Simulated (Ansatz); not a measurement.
C₄H₁₂BN, singlet, at a GFN2-xTB geometry, with bond 14-7 at 1.4 times its length; SC-NEVPT2/STO-3G, CASSCF(2,4) (Ansatz, a program for electronic structure).

Ansatz was given this input:
Ansatz 0.2 input:
```yaml
crystal:
  periodic: [false, false, false]
  atoms:
    - {symbol: B, position_ang: [-0.32878551, 0.73643444, 1.75758816]}
    - {symbol: H, position_ang: [0.28999347, 0.37439528, 2.68477743]}
    - {symbol: H, position_ang: [-0.94211461, 1.73486924, 1.78883713]}
    - {symbol: N, position_ang: [-0.35415786, -0.03636002, 0.61426770]}
    - {symbol: C, position_ang: [-1.08250824, 0.37243034, -0.57763622]}
    - {symbol: C, position_ang: [-0.38949940, 1.50182291, -1.34007472]}
    - {symbol: C, position_ang: [0.35451503, -1.29462660, 0.49150923]}
    - {symbol: C, position_ang: [1.57461109, -1.21977759, -0.42755189]}
    - {symbol: H, position_ang: [-1.21017051, -0.49161947, -1.23722529]}
    - {symbol: H, position_ang: [-2.07745024, 0.71646341, -0.27876149]}
    - {symbol: H, position_ang: [-0.98720880, 1.78935631, -2.20217447]}
    - {symbol: H, position_ang: [-0.27245666, 2.36468742, -0.69016576]}
    - {symbol: H, position_ang: [0.59497894, 1.19753087, -1.68496059]}
    - {symbol: H, position_ang: [0.81220454, -1.71061500, 1.88811739]}
    - {symbol: H, position_ang: [-0.33321317, -2.06479673, 0.11679201]}
    - {symbol: H, position_ang: [2.23551170, -0.42001991, -0.10172726]}
    - {symbol: H, position_ang: [2.11990670, -2.15997049, -0.39159115]}
    - {symbol: H, position_ang: [1.28110871, -1.03588121, -1.45818026]}
basis:
  gaussian:
    orbitals: STO-3G
magnetization: {spin_polarized: false}
correlation: {method: sc_nevpt2, electrons: all, active_space: {window: {electrons: 2, orbitals: 4}}}
```

Output, abridged:

```
Functional definition: HF
591 factors; integrals over basis functions are off by at most 7.8e-5 eV
mean field evaluation 1: about -6384.1821 eV, gradient 2.0e1 eV
mean field evaluation 2: about -6384.5621 eV, gradient 2.0e1 eV
mean field evaluation 4: about -6386.2745 eV, gradient 1.6e0 eV
mean field evaluation 8: about -6386.2836 eV, gradient 1.1e-4 eV
mean field -6386.28364022 eV, -234.6915949995 hartree, gradient 2.1e-6 eV, S^2 0.000000; 0 other end points of the search recorded, 0 dependent functions left out
reference -6386.28364022 eV, -234.6915949995 hartree; 24, 24 occupied and 18, 18 virtual orbitals, 591 factors
state -6387.38962246 eV, -234.7322390974 hartree
state -6387.38962246 eV, -234.7322390974 hartree; corrected -6395.21790237 eV, -235.0199230777 hartree
Total energy: -6395.21790237 eV, -235.0199230777 hartree
```
